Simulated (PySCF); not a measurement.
A small calculation by hand: entropy of an ideal gas

Ta(O)(F)(OH)2 (FH₂O₃Ta), SMILES [O]=[Ta]([OH])([OH])[F], multiplicity 1.

Coordinates come from a PBE-D3(BJ)/def2-SVP optimisation. The spin state was assumed, not searched. The structure was generated by enumeration; whether it is a known compound was not checked. The def2 effective core potentials stand for the cores of Ta; spin–orbit coupling is left out. The values are those of a single conformer.

PySCF with PBE-D3(BJ)/def2-SVP gives the harmonic wavenumbers 165, 173, 184, 219, 220, 360, 361, 504, 512, 665, 709, 710, 965, 3782, 3786 cm⁻¹ and the rotational temperatures 0.1571, 0.1517, 0.1322 K. The molar mass is 249.96 g/mol, the symmetry number 1, the spin multiplicity 1.

Work out the entropy at 298.15 K and 1 atm in the rigid-rotor, harmonic-oscillator model.


Translation (Sackur–Tetrode at 1 atm): S = R[1.5 ln M + 2.5 ln T − 1.16487] = 177.6 J/(mol K).
Rotation: q = (√π/σ) T^1.5/√(θA θB θC) = 163000, S = R[ln q + 3/2] = 112.2 J/(mol K).
Vibration: with u = 1.4388 ν/T, each mode gives R[u/(e^u − 1) − ln(1 − e^−u)]:
```tsv
ν (cm⁻¹)	modes	u	S (J/(mol K))
165	1	0.80	10.43
173	1	0.83	10.05
184	1	0.89	9.57
219	1	1.06	8.23
220	1	1.06	8.20
360	1	1.74	4.69
361	1	1.74	4.68
504	1	2.43	2.71
512	1	2.47	2.63
665	1	3.21	1.47
709	1	3.42	1.24
710	1	3.43	1.23
965	1	4.66	0.45
```
The stiffer modes add less than 0.005 each. Sum 65.6 J/(mol K).
Spin: R ln 1 = 0.0 J/(mol K).
Total 355.4 J/(mol K); the program's own thermochemistry gives 355.4. Translation makes up 50 % and vibration 18 %. Anharmonicity, hindered rotation and orbital degeneracy are left out.
